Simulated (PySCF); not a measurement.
Species: C6H11NO.
Atom-mapped SMILES: `[CH3:1][CH2:2][O:3][C@H:4]([C:5]#[N:6])[CH2:7][CH3:8]` (hydrogens: H9, H10, H11 on C1; H12, H13 on C2; H14 on C4; H15, H16 on C7; H17, H18, H19 on C8)

Level: CAM-B3LYP/def2-SVPD in PySCF, non-relativistic, on one gas-phase PBE0-D3(BJ)/def2-SVP geometry that isn't relaxed in the solvent. The solvent is an IEF-PCM continuum (van der Waals radii × 1.2). The model holds no explicit solvent molecules, cavitation or dispersion.

Gas phase at CAM-B3LYP/def2-SVPD: HOMO -9.75 eV, LUMO 1.04 eV, dipole 3.36 D.

Q: What does the continuum do to the energy, the frontier levels and the dipole at CAM-B3LYP/def2-SVPD in cyclohexane and tetrahydrofuran?

A: 
```json
{"solvent": "cyclohexane", "ε": "2.017", "E(solvent) − E(gas) (kcal/mol)": "-2.71", "polarisation term (kcal/mol)": "-2.92", "distortion of the solute (kcal/mol)": "0.21", "HOMO (eV)": "-9.67", "LUMO (eV)": "1.15", "dipole (D)": "3.75"}
{"solvent": "tetrahydrofuran", "ε": "7.426", "E(solvent) − E(gas) (kcal/mol)": "-5.64", "polarisation term (kcal/mol)": "-6.58", "distortion of the solute (kcal/mol)": "0.94", "HOMO (eV)": "-9.61", "LUMO (eV)": "1.23", "dipole (D)": "4.20"}
```

The polarisation term is half the interaction of the solute with the surface charges that it induces; the rest is the cost of distorting the solute's density. The sum is the electrostatic part of solvation alone. From cyclohexane to tetrahydrofuran the lowering changes by a factor 2.08, Onsager's factor (ε − 1)/(2ε + 1) by 2.01 and ε itself by 3.7.

Q: Which radius a makes the point-dipole formula ΔE = −[(ε − 1)/(2ε + 1)]·μ²/a³ give the value in tetrahydrofuran, with the gas-phase dipole?

A: μ = 1.322 au and |ΔE| = 0.00899 Eh give a = 2.27 Å; the farthest nucleus lies 4.03 Å from the centroid of the nuclei, so such a sphere wouldn't even hold the nuclei. The formula assumes a rigid point dipole at the centre of a sphere.

Q: How does the static polarisability (CAM-B3LYP/def2-SVPD, frozen core, with the continuum's full static response) change?

A: 
| medium | isotropic (au) | principal values (au) | ⟨r²⟩ of the electrons (bohr²) |
| --- | --- | --- | --- |
| gas | 81.4 | 68.8, 83.7, 91.8 | 1298.5 |
| cyclohexane | 90.1 | 76.9, 93.8, 99.6 | 1298.7 |
| tetrahydrofuran | 101.5 | 89.3, 105.1, 110.0 | 1298.9 |

The isotropic value in tetrahydrofuran is 1.25 times the gas-phase one; no cavity-field correction is applied. ⟨r²⟩ is taken about the centre of nuclear charge.

The values belong to the conformer `[CH3:1][CH2:2][O:3][C@H:4]([C:5]#[N:6])[CH2:7][CH3:8]`: C1–C2–O3–C4 -179°, C2–O3–C4–C5 -66°, O3–C4–C7–C8 -178°.
